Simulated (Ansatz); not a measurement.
Geometry optimisation, Ansatz 0.2.0, RKS r2SCAN-D4/def2-SVP.

Input file:

```yaml
crystal:
  periodic: [false, false, false]
  atoms:
    - { symbol: Al, position_ang: [0.0, 0.0, 0.0] }
    - { symbol: H, position_ang: [0.0, 0.0, 1.91] }
    - { symbol: Cl, position_ang: [1.9312, 0.0, -1.115] }
    - { symbol: Cl, position_ang: [-1.9312, 0.0, -1.115] }
    - { symbol: S, position_ang: [0.107, -2.427, 0.8072] }
    - { symbol: H, position_ang: [-0.6505, -3.2374, -0.0469] }
    - { symbol: H, position_ang: [0.0431, -0.9786, 1.9592] }
basis:
  gaussian: { orbitals: def2-SVP }
hamiltonian:
  xc: r2scan
  dispersion: d4
relax:
  f_tol: 0.15
  max_steps: 25
  restrain:
    - { distance: [0, 4], at: 3.46, k: 30.0 }
    - { distance: [6, 1], at: 1.86, k: 30.0 }
    - { distance: [0, 1], at: 1.56, k: 30.0 }
    - { distance: [6, 4], at: 1.4, k: 30.0 }
output:
  orbitals: {}
```

Command:

```bash
$ ansatz run input.yaml --threads 2 --pin off --max-ram 3072MiB --backend cpu --events-out ev --progress --plain --runs-dir out
```

Where does it end, and by what steps?

The run converged. The restraints hold the end off the free minimum. After 9 steps the energy has fallen by 1.681 eV (the restraints' own energy left out); H6 moved furthest, 0.91 Å. Parted: Al1–S5 (2.56 → 3.45 Å). Joined: S5–H7 (1.85 → 1.38 Å).

```
step  energy less start (eV)  largest force component (eV/Å)  accepted
   0                  0.0000                           3.199       yes
   1                  0.5101                           2.458       yes
   2                  0.1519                           2.001       yes
   3                 -0.7429                           1.624       yes
   4                 -1.3795                           1.570       yes
   5                 -1.5247                           1.277       yes
   6                 -1.6075                           0.979       yes
   7                 -1.6501                           0.763       yes
   8                 -1.6706                           0.813       yes
   9                 -1.6811                           0.775       yes
```

```xyz
7
Properties=species:S:1:pos:R:3
Al 0.102 0.253 -0.136
H 0.042 0.086 1.418
Cl 1.877 0.790 -1.106
Cl -1.665 0.089 -1.259
S 0.226 -2.981 1.053
H -1.084 -3.112 0.748
H 0.002 -1.768 1.681
```

Run time: 43 s on 2 threads of Arm Neoverse V1 (shared host), peak memory 0.15 GiB.
